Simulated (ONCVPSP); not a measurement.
**Al: excitation energies, all-electron against ONCV**

| Item | Value |
| --- | --- |
| Element | aluminium |
| Generator | ONCVPSP 4.0.1 |
| Type | optimised norm-conserving Vanderbilt (ONCV) |
| Functional | PBEsol |
| Relativity | scalar-relativistic |
| Frozen core | [Ne] |
| Valence charge | 3 |
| Reference configuration | 3s2 3p1 |
| Partial waves | 3s: rc 1.70 bohr, ncon 3, nbas 7, qcut 4.5 1/bohr, 1 projector; 3p: rc 1.80 bohr, ncon 4, nbas 7, qcut 4.7 1/bohr, 1 projector; d scattering state at 0.41 Ha: rc 1.80 bohr, ncon 4, nbas 8, qcut 6.3 1/bohr, 2 projectors, debl 0.4 Ha |
| Local potential | polynomial inside 1.60 bohr (lpopt 3, dvloc0 4 Ha) |
| Core correction | none |

Energies are relative to the spin-unpolarised reference configuration 3s2 3p1; without spin polarisation the order of configurations can differ from experiment.

Question: Give the all-electron excitation energy and the error of the potential for: 3s2 3p0; 3s1 3p0; 3s2 3p0.5; 3s1 3p2.

Answer:

| valence configuration | charge | ΔE all-electron (eV) | error AE − PS (meV) |
| --- | --- | --- | --- |
| 3s2 3p0 | +1 | 5.736 | -2.1 |
| 3s1 3p0 | +2 | 24.907 | +15 |
| 3s2 3p0.5 | +0.5 | 2.074 | -0.4 |
| 3s1 3p2 | 0 | 5.119 | +3.5 |
